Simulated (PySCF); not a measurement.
**Al3H6N3**

The system: Al3H6N3, a small molecule; neutral, singlet. The structure was relaxed in the gas phase by PBE0-D3(BJ)/def2-SVP. No frequency run checks that it is a minimum.

SMILES: [NH]1[AlH][NH][AlH][NH][AlH]1

```xyz
12

N     0.105   -0.080    1.743
Al    0.619   -1.529    0.821
N     0.487   -1.374   -0.961
Al   -0.100    0.080   -1.833
N    -0.582    1.447   -0.778
Al   -0.509    1.441    1.015
H     0.161   -0.122    2.758
H     1.151   -2.847    1.526
H     0.769   -2.175   -1.522
H    -0.185    0.152   -3.415
H    -0.925    2.293   -1.229
H    -0.953    2.686    1.892
```
(Å; atoms numbered from 1)

Shieldings: GIAO PBE0/pcSseg-1. Shifts are against computed references at the same level: H TMS (σ 31.27 ppm). Core levels by delta-SCF with SCAN, pcX-2 on the ionised atom and pcseg-1 elsewhere, spin-free X2C (2p3/2 is the spin-free 2p value less a third of a first-order spin-orbit splitting); from the vacuum level, for chosen atoms.

(1) Give the shieldings and core levels atom by atom.

(2) By CAM-B3LYP/def2-SVPD (TDDFT singlets, Tamm-Dancoff triplets, ionisation by delta-SCF), where does absorption start, and what does vertical ionisation take?

Answers

(1) 
```csv
atoms,bonded to,σ (ppm),δ (ppm),core level (eV)
N1 N3 N5,2 Al + 1 H,202.8,-,1s 403.16
Al2 Al4 Al6,2 N + 1 H,386.4,-,2p3/2 79.60
H7 H9 H11,1 N,29.64,1.62,-
H8 H10 H12,1 Al,26.72,4.55,-
```

Values are those of this one static structure; atoms that internal rotation interchanges would show their mean in an NMR spectrum.

(2) The first singlet with intensity lies at 6.64 eV (f 0.159); what lies below it is dark. The lowest singlet lies at 5.99 eV (f 0.000), the strongest of the first 6 at 6.64 eV (f 0.159), the lowest triplet at 5.69 eV; vertical ionisation takes 9.40 eV.
